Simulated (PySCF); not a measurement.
Mapped SMILES: `[CH3:1][CH:2]([CH3:3])[Ga@@H-:4]([CH3:5])[AsH3+:6]` (H(Xn): hydrogen on atom n).

Geometry: PBE0-D3(BJ)/def2-SVP; GIAO absolute shieldings from PySCF 2.14.0 with density-fitted response routines, gas phase, non-relativistic, averaged over equivalent atoms.

At OPBE/pcSseg-1 (220 basis functions, 57 s wall time on 1 thread of an Arm Neoverse V1, shared host):
| atoms | σ (ppm) |
| --- | --- |
| C3 | 161.3 |
| C1 | 162.2 |
| C2 | 167.9 |
| C5 | 193.8 |
| Ga4 | 1342.2 |
| As6 | 1757.0 |
| H(Ga4) | 26.53 |
| H(As6) | 27.98 |
| H(C3) | 30.08 |
| H(C1) | 30.10 |
| H(C2) | 30.64 |
| H(C5) | 31.47 |

Task: What do these become at PBE0/aug-cc-pVDZ?

Result: 
```csv
atoms,σ at PBE0/aug-cc-pVDZ,change
C3,171.8,+10.5
C1,172.7,+10.5
C2,176.0,+8.1
C5,204.0,+10.2
Ga4,1547.8,+205.6
As6,1934.2,+177.2
H(Ga4),26.29,-0.24
H(As6),28.03,+0.05
H(C3),30.18,+0.10
H(C1),30.21,+0.11
H(C2),30.67,+0.03
H(C5),31.68,+0.21
```

The largest change is at Ga4 (Ga bonded to 2 C, As, H). Cost: 290 basis functions, 61 s wall time on 1 thread of an x86-64 server CPU, shared host. The order of the carbon signals is the same at both levels.

Relativistic effects, spin–orbit coupling among them, are left out; they matter for As, Ga and for the light atoms bonded to it.
